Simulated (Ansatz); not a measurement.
Z-matrix (Å, degrees):
```
Ge
Ga 1 2.444
H 1 1.540 2 112.6
H 1 1.543 2 109.4 3 -118.6
H 1 1.540 2 113.0 3 122.3
H 2 1.572 1 120.3 3 33.0
H 2 1.572 1 120.7 3 -148.2
```

Charge 0, multiplicity 1.

(1) List the PBE/def2-TZVPP orbital energies in eV (Ansatz 0.2.0). (Estimate.)

Answers

(1) The calculation gave: Occupied: -10804.19, -10093.87, -1337.58, -1233.81, -1190.99, -1190.99, -1190.99, -1093.54, -1093.42, -1093.41, -162.14, -143.53, -113.57, -113.57, -113.56, -98.20, -97.86, -97.83, -29.41, -29.40, -29.36, -29.34, -29.33, -20.19, -20.06, -20.03, -19.90, -19.85, -13.68, -10.87, -8.30, -8.27, -7.34, -6.55. Lowest empty: -2.90, -0.52, 0.07, 0.48, 0.77, 1.37, 2.21, 3.47.
